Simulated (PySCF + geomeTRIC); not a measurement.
Method: M06-2X/def2-TZVP run with PySCF + geomeTRIC. fastk is a local helper that only speeds up exchange builds. No frequencies were computed at this level.

```python
import json, numpy as np
from pyscf import gto, dft
from fastk import lowrank_exchange
atoms = """
Si    -0.614437     1.770015     0.614878
B     -0.007924    -0.009606     0.022720
Si     1.912397    -0.454821     0.062541
Si    -1.307083    -1.329101    -0.652772
H     -0.888321     2.629789    -0.552277
H     -1.867035     1.751804     1.391211
H      0.328290     2.537343     1.446749
H      2.401126    -0.559146     1.450809
H      2.760176     0.570403    -0.571892
H      2.313259    -1.722041    -0.572695
H     -1.168155    -2.653322    -0.020216
H     -1.131873    -1.560724    -2.098936
H     -2.731913    -0.988355    -0.495457
"""
def scf(charge, spin, dm0=None):
    mol = gto.M(atom=atoms, basis='def2-tzvp', ecp={}, charge=charge, spin=spin, verbose=3, max_memory=5040)
    mf = dft.KS(mol, xc='m062x').density_fit(auxbasis="def2-universal-jkfit")
    mf.grids.level = 4
    mf.conv_tol = 1e-8
    mf.max_cycle = 60
    mf.kernel(dm0)
    if not mf.converged:
        mf = mf.newton().run(mf.mo_coeff, mf.mo_occ).undo_soscf()
    return mf
mf = scf(0, 0)
from pyscf.geomopt.geometric_solver import kernel as optimize
path = []
done, mol = optimize(mf, maxsteps=80, assert_convergence=False, callback=lambda env: path.append((env["energy"], bool(env["g_scanner"].converged))))
res = dict(converged=bool(done and path[-1][1]), energy=path[-1][0], path=[e for e, c in path], xyz=mol.atom_coords(unit="Angstrom").tolist(), nao=mol.nao)
json.dump(res, open("result.json", "w"))
```

Output:

```
converged SCF energy = -898.609697478155
Geometry optimization cycle 1
converged SCF energy = -898.609697478209
cycle 1: E = -898.609697478  dE = -898.61  norm(grad) = 0.0347291
Geometry optimization cycle 2
converged SCF energy = -898.613562141686
cycle 2: E = -898.613562142  dE = -0.00386466  norm(grad) = 0.0117432
Geometry optimization cycle 3
converged SCF energy = -898.613984551363
cycle 3: E = -898.613984551  dE = -0.00042241  norm(grad) = 0.00100789
Geometry optimization cycle 4
converged SCF energy = -898.613999715257
cycle 4: E = -898.613999715  dE = -1.51639e-05  norm(grad) = 0.000772799
Geometry optimization cycle 5
converged SCF energy = -898.614020168154
cycle 5: E = -898.614020168  dE = -2.04529e-05  norm(grad) = 0.00036963
Geometry optimization cycle 6
converged SCF energy = -898.614025056096
cycle 6: E = -898.614025056  dE = -4.88794e-06  norm(grad) = 0.00038288
Geometry optimization cycle 7
converged SCF energy = -898.61404004801
cycle 7: E = -898.614040048  dE = -1.49919e-05  norm(grad) = 0.000566855
Geometry optimization cycle 8
converged SCF energy = -898.614051029821
cycle 8: E = -898.61405103  dE = -1.09818e-05  norm(grad) = 0.000654683
Geometry optimization cycle 9
converged SCF energy = -898.614063608668
cycle 9: E = -898.614063609  dE = -1.25788e-05  norm(grad) = 0.00063303
Geometry optimization cycle 10
converged SCF energy = -898.614076641537
cycle 10: E = -898.614076642  dE = -1.30329e-05  norm(grad) = 0.000556501
Geometry optimization cycle 11
converged SCF energy = -898.614085286204
cycle 11: E = -898.614085286  dE = -8.64467e-06  norm(grad) = 0.000449466
Geometry optimization cycle 12
converged SCF energy = -898.614090731401
cycle 12: E = -898.614090731  dE = -5.4452e-06  norm(grad) = 0.000301197
Geometry optimization cycle 13
converged SCF energy = -898.614094062345
cycle 13: E = -898.614094062  dE = -3.33094e-06  norm(grad) = 0.000211869
Geometry optimization cycle 14
converged SCF energy = -898.614095961764
cycle 14: E = -898.614095962  dE = -1.89942e-06  norm(grad) = 0.000229908
Geometry optimization cycle 15
converged SCF energy = -898.614099164638
cycle 15: E = -898.614099165  dE = -3.20287e-06  norm(grad) = 0.000362146
Geometry optimization cycle 16
converged SCF energy = -898.61410473064
cycle 16: E = -898.614104731  dE = -5.566e-06  norm(grad) = 0.000586606
Geometry optimization cycle 17
converged SCF energy = -898.614114278679
cycle 17: E = -898.614114279  dE = -9.54804e-06  norm(grad) = 0.00079406
Geometry optimization cycle 18
converged SCF energy = -898.614140342846
cycle 18: E = -898.614140343  dE = -2.60642e-05  norm(grad) = 0.00109722
Geometry optimization cycle 19
converged SCF energy = -898.613857653501
cycle 19: E = -898.613857654  dE = 0.000282689  norm(grad) = 0.00368923
Geometry optimization cycle 20
converged SCF energy = -898.614132940292
cycle 20: E = -898.61413294  dE = -0.000275287  norm(grad) = 0.00162074
Geometry optimization cycle 21
converged SCF energy = -898.614173851812
cycle 21: E = -898.614173852  dE = -4.09115e-05  norm(grad) = 0.000506283
Geometry optimization cycle 22
converged SCF energy = -898.614180319718
cycle 22: E = -898.61418032  dE = -6.46791e-06  norm(grad) = 0.000255382
Geometry optimization cycle 23
converged SCF energy = -898.614185234166
cycle 23: E = -898.614185234  dE = -4.91445e-06  norm(grad) = 0.000341223
Geometry optimization cycle 24
converged SCF energy = -898.614187044397
cycle 24: E = -898.614187044  dE = -1.81023e-06  norm(grad) = 0.000266981
Geometry optimization cycle 25
converged SCF energy = -898.61418860412
cycle 25: E = -898.614188604  dE = -1.55972e-06  norm(grad) = 0.000122299
Geometry optimization cycle 26
converged SCF energy = -898.614188920836
cycle 26: E = -898.614188921  dE = -3.16715e-07  norm(grad) = 4.90693e-05
Geometry optimization cycle 27
converged SCF energy = -898.614189081104
cycle 27: E = -898.614189081  dE = -1.60268e-07  norm(grad) = 5.66803e-05
Geometry optimization cycle 28
converged SCF energy = -898.614189254927
cycle 28: E = -898.614189255  dE = -1.73823e-07  norm(grad) = 8.73134e-05
Geometry optimization cycle 29
converged SCF energy = -898.61418946605
cycle 29: E = -898.614189466  dE = -2.11123e-07  norm(grad) = 0.000126469
Geometry optimization cycle 30
converged SCF energy = -898.614189666787
cycle 30: E = -898.614189667  dE = -2.00737e-07  norm(grad) = 0.00015029
Geometry optimization cycle 31
converged SCF energy = -898.614189868708
cycle 31: E = -898.614189869  dE = -2.01921e-07  norm(grad) = 0.000154316
Geometry optimization cycle 32
converged SCF energy = -898.614189931552
cycle 32: E = -898.614189932  dE = -6.28447e-08  norm(grad) = 0.000129395
Geometry optimization cycle 33
converged SCF energy = -898.614190055884
cycle 33: E = -898.614190056  dE = -1.24332e-07  norm(grad) = 8.32446e-05
Geometry optimization cycle 34
converged SCF energy = -898.614190113236
cycle 34: E = -898.614190113  dE = -5.73515e-08  norm(grad) = 7.95797e-05
Geometry optimization cycle 35
converged SCF energy = -898.614190208557
cycle 35: E = -898.614190209  dE = -9.53207e-08  norm(grad) = 9.19781e-05
<class 'geometric.internal.Distance'> : 12
<class 'geometric.internal.Angle'> : 20
<class 'geometric.internal.OutOfPlane'> : 1
<class 'geometric.internal.Dihedral'> : 18
<class 'geometric.internal.TranslationX'> : 1
<class 'geometric.internal.TranslationY'> : 1
<class 'geometric.internal.TranslationZ'> : 1
<class 'geometric.internal.RotationA'> : 1
<class 'geometric.internal.RotationB'> : 1
<class 'geometric.internal.RotationC'> : 1
Step    0 : Gradient = 9.632e-03/1.757e-02 (rms/max) Energy = -898.6096974782
Step    1 : Displace = 3.406e-02/4.728e-02 (rms/max) Trust = 1.000e-01 (=) Grad = 3.257e-03/6.239e-03 (rms/max) E (change) = -898.6135621417 (-3.865e-03) Quality = 1.236
Step    2 : Displace = 2.178e-02/3.480e-02 (rms/max) Trust = 1.414e-01 (+) Grad = 2.795e-04/4.701e-04 (rms/max) E (change) = -898.6139845514 (-4.224e-04) Quality = 1.028
Step    3 : Displace = 5.807e-03/8.892e-03 (rms/max) Trust = 2.000e-01 (+) Grad = 2.143e-04/3.763e-04 (rms/max) E (change) = -898.6139997153 (-1.516e-05) Quality = 1.670
Step    4 : Displace = 1.703e-02/2.646e-02 (rms/max) Trust = 2.828e-01 (+) Grad = 1.025e-04/1.669e-04 (rms/max) E (change) = -898.6140201682 (-2.045e-05) Quality = 1.119
Step    5 : Displace = 6.732e-03/1.271e-02 (rms/max) Trust = 3.000e-01 (+) Grad = 1.062e-04/2.247e-04 (rms/max) E (change) = -898.6140250561 (-4.888e-06) Quality = 1.684
Step    6 : Displace = 2.614e-02/5.274e-02 (rms/max) Trust = 3.000e-01 (=) Grad = 1.572e-04/2.832e-04 (rms/max) E (change) = -898.6140400480 (-1.499e-05) Quality = 1.354
Step    7 : Displace = 2.405e-02/5.048e-02 (rms/max) Trust = 3.000e-01 (=) Grad = 1.816e-04/4.493e-04 (rms/max) E (change) = -898.6140510298 (-1.098e-05) Quality = 1.434
Step    8 : Displace = 2.557e-02/5.402e-02 (rms/max) Trust = 3.000e-01 (=) Grad = 1.756e-04/4.873e-04 (rms/max) E (change) = -898.6140636087 (-1.258e-05) Quality = 1.479
Step    9 : Displace = 2.572e-02/5.285e-02 (rms/max) Trust = 3.000e-01 (=) Grad = 1.543e-04/3.596e-04 (rms/max) E (change) = -898.6140766415 (-1.303e-05) Quality = 1.422
Step   10 : Displace = 1.790e-02/3.480e-02 (rms/max) Trust = 3.000e-01 (=) Grad = 1.247e-04/2.334e-04 (rms/max) E (change) = -898.6140852862 (-8.645e-06) Quality = 1.379
Step   11 : Displace = 7.864e-03/1.327e-02 (rms/max) Trust = 3.000e-01 (=) Grad = 8.354e-05/1.731e-04 (rms/max) E (change) = -898.6140907314 (-5.445e-06) Quality = 1.436
Step   12 : Displace = 7.096e-03/1.210e-02 (rms/max) Trust = 3.000e-01 (=) Grad = 5.876e-05/1.435e-04 (rms/max) E (change) = -898.6140940623 (-3.331e-06) Quality = 1.363
Step   13 : Displace = 5.016e-03/7.889e-03 (rms/max) Trust = 3.000e-01 (=) Grad = 6.376e-05/1.366e-04 (rms/max) E (change) = -898.6140959618 (-1.899e-06) Quality = 1.556
Step   14 : Displace = 9.687e-03/1.603e-02 (rms/max) Trust = 3.000e-01 (=) Grad = 1.004e-04/2.167e-04 (rms/max) E (change) = -898.6140991646 (-3.203e-06) Quality = 1.531
Step   15 : Displace = 1.993e-02/3.431e-02 (rms/max) Trust = 3.000e-01 (=) Grad = 1.627e-04/3.321e-04 (rms/max) E (change) = -898.6141047306 (-5.566e-06) Quality = 1.477
Step   16 : Displace = 3.398e-02/5.955e-02 (rms/max) Trust = 3.000e-01 (=) Grad = 2.202e-04/4.504e-04 (rms/max) E (change) = -898.6141142787 (-9.548e-06) Quality = 1.585
Step   17 : Displace = 8.567e-02/1.524e-01 (rms/max) Trust = 3.000e-01 (=) Grad = 3.043e-04/6.061e-04 (rms/max) E (change) = -898.6141403428 (-2.606e-05) Quality = 1.779
Step   18 : Displace = 3.003e-01/5.310e-01 (rms/max) Trust = 3.000e-01 (=) Grad = 1.023e-03/2.059e-03 (rms/max) E (change) = -898.6138576535 (+2.827e-04) Quality = -5.050
Step   19 : Displace = 1.504e-01/2.686e-01 (rms/max) Trust = 1.500e-01 (x) Grad = 4.495e-04/8.633e-04 (rms/max) E (change) = -898.6141329403 (+7.403e-06) Quality = -0.184
Step   20 : Displace = 7.397e-02/1.276e-01 (rms/max) Trust = 7.500e-02 (-) Grad = 1.404e-04/2.871e-04 (rms/max) E (change) = -898.6141738518 (-4.091e-05) Quality = 1.021
Step   21 : Displace = 1.985e-02/3.517e-02 (rms/max) Trust = 1.061e-01 (+) Grad = 7.083e-05/1.723e-04 (rms/max) E (change) = -898.6141803197 (-6.468e-06) Quality = 1.416
Step   22 : Displace = 3.794e-02/7.155e-02 (rms/max) Trust = 1.500e-01 (+) Grad = 9.464e-05/1.659e-04 (rms/max) E (change) = -898.6141852342 (-4.914e-06) Quality = 0.925
Step   23 : Displace = 1.274e-02/2.387e-02 (rms/max) Trust = 2.121e-01 (+) Grad = 7.405e-05/1.714e-04 (rms/max) E (change) = -898.6141870444 (-1.810e-06) Quality = 1.162
Step   24 : Displace = 5.209e-03/1.052e-02 (rms/max) Trust = 3.000e-01 (+) Grad = 3.392e-05/7.287e-05 (rms/max) E (change) = -898.6141886041 (-1.560e-06) Quality = 1.361
Step   25 : Displace = 4.674e-03/7.290e-03 (rms/max) Trust = 3.000e-01 (=) Grad = 1.361e-05/3.020e-05 (rms/max) E (change) = -898.6141889208 (-3.167e-07) Quality = 0.850
Step   26 : Displace = 3.286e-03/5.728e-03 (rms/max) Trust = 3.000e-01 (=) Grad = 1.572e-05/3.290e-05 (rms/max) E (change) = -898.6141890811 (-1.603e-07) Quality = 1.528
Step   27 : Displace = 3.697e-03/7.097e-03 (rms/max) Trust = 3.000e-01 (=) Grad = 2.422e-05/5.141e-05 (rms/max) E (change) = -898.6141892549 (-1.738e-07) Quality = 0.944
Step   28 : Displace = 6.033e-03/1.151e-02 (rms/max) Trust = 3.000e-01 (=) Grad = 3.508e-05/8.923e-05 (rms/max) E (change) = -898.6141894660 (-2.111e-07) Quality = 0.742
Step   29 : Displace = 5.833e-03/1.127e-02 (rms/max) Trust = 3.000e-01 (=) Grad = 4.168e-05/1.118e-04 (rms/max) E (change) = -898.6141896668 (-2.007e-07) Quality = 0.574
Step   30 : Displace = 6.389e-03/1.326e-02 (rms/max) Trust = 3.000e-01 (=) Grad = 4.280e-05/1.110e-04 (rms/max) E (change) = -898.6141898687 (-2.019e-07) Quality = 0.373
Step   31 : Displace = 5.134e-03/8.982e-03 (rms/max) Trust = 3.000e-01 (=) Grad = 3.589e-05/7.439e-05 (rms/max) E (change) = -898.6141899316 (-6.284e-08) Quality = 0.118
Step   32 : Displace = 2.708e-03/5.274e-03 (rms/max) Trust = 2.567e-03 (-) Grad = 2.309e-05/4.879e-05 (rms/max) E (change) = -898.6141900559 (-1.243e-07) Quality = 0.323
Step   33 : Displace = 2.480e-03/4.660e-03 (rms/max) Trust = 2.567e-03 (=) Grad = 2.207e-05/4.925e-05 (rms/max) E (change) = -898.6141901132 (-5.735e-08) Quality = 0.163
Step   34 : Displace = 1.172e-03/1.620e-03 (rms/max) Trust = 1.240e-03 (-) Grad = 2.551e-05/6.638e-05 (rms/max) E (change) = -898.6141902086 (-9.532e-08) Quality = 0.388
Converged! =D
```

Cost: around 22 core-minutes (rough).
